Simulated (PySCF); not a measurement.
This PySCF input asks for the NMR shieldings of SMILES C1OB(CC=C)OC1, C5H9BO2; the geometry comes from GFN2-xTB.

```python
import basis_set_exchange as bse
import numpy as np
from pyscf import gto, dft
from pyscf.prop import nmr

atoms = """
C     3.169865   -0.176459   -0.454882
C     2.124496   -0.272722    0.344760
C     1.091903    0.795031    0.524385
B    -0.356466    0.329590    0.061679
O    -0.804406   -0.958623    0.114061
C    -2.129306   -1.009176   -0.372057
C    -2.474372    0.456639   -0.728999
O    -1.302658    1.185863   -0.425867
H     3.883582   -0.975558   -0.561285
H     3.357533    0.711035   -1.037385
H     1.949479   -1.175125    0.914236
H     1.387377    1.697029   -0.011829
H     1.041815    1.053966    1.585819
H    -2.160168   -1.669071   -1.244237
H    -2.778441   -1.414592    0.409779
H    -3.301090    0.849493   -0.129545
H    -2.706142    0.584709   -1.790199
"""
names = dict.fromkeys(["C", "B", "O", "H"], "pcSseg-1")
basis = {el: gto.basis.parse(bse.get_basis(n, elements=[el], fmt="nwchem")) for el, n in names.items()}
mol = gto.M(atom=atoms, basis=basis, charge=0, verbose=0)
mf = dft.RKS(mol, xc="PBE0")
mf.grids.level = 2
mf.grids.alignment = dft.numint.BLKSIZE   # the property module wants whole blocks of grid points
mf.conv_tol = 1e-9
mf.kernel()

calc = nmr.RKS(mf)   # GIAO
C = mf.mo_coeff
Co = C[:, mf.mo_occ > 0]
resp = mf.gen_response(singlet=True, hermi=2)
def vind(x):   # induced exchange potential for any number of trial vectors
    d = np.einsum("pi,xij,qj->xpq", C, 2 * x.reshape(-1, C.shape[1], Co.shape[1]), Co, optimize=True)
    return np.einsum("xpq,pi,qj->xij", resp(d - d.transpose(0, 2, 1)), C, Co, optimize=True).ravel()
mo1, _ = nmr.rhf.solve_mo1(calc, with_cphf=vind)
sigma = calc.kernel(mo1)
for i, s in enumerate(sigma):   # ppm
    w = np.linalg.eigvalsh((s + s.T) / 2)
    print("%2d %-2s iso %8.1f  s11 %8.1f  s22 %8.1f  s33 %8.1f" % (i, mol.atom_pure_symbol(i), w.mean(), *w))
```

Q: What does it print?

A: 
```
 0 C  iso     68.5  s11    -42.1  s22     92.1  s33    155.5
 1 C  iso     41.9  s11    -80.9  s22     44.4  s33    162.2
 2 C  iso    163.4  s11    151.4  s22    155.4  s33    183.2
 3 B  iso     68.0  s11     49.5  s22     76.6  s33     77.8
 4 O  iso    206.7  s11     75.0  s22    260.7  s33    284.5
 5 C  iso    117.2  s11     79.8  s22    105.5  s33    166.3
 6 C  iso    117.7  s11     80.9  s22    106.0  s33    166.0
 7 O  iso    206.2  s11     76.5  s22    251.9  s33    290.2
 8 H  iso     26.6  s11     23.6  s22     25.5  s33     30.8
 9 H  iso     26.5  s11     23.3  s22     25.8  s33     30.5
10 H  iso     25.4  s11     23.3  s22     23.9  s33     28.9
11 H  iso     29.8  s11     26.1  s22     30.0  s33     33.3
12 H  iso     29.9  s11     26.2  s22     28.1  s33     35.4
13 H  iso     27.3  s11     23.3  s22     25.7  s33     32.8
14 H  iso     27.3  s11     23.2  s22     25.7  s33     32.8
15 H  iso     27.3  s11     23.3  s22     25.6  s33     32.9
16 H  iso     27.3  s11     23.4  s22     25.6  s33     32.8
```

These numbers come from an equivalent density-fitted implementation of the same equations, which agrees with the script to about 0.01 ppm for H and up to a few tenths of a ppm for heavy atoms, so last digits may differ.

Size and cost of the density-fitted run: 181 basis functions, 48 s wall time on 1 thread of an x86-64 server CPU, shared host.
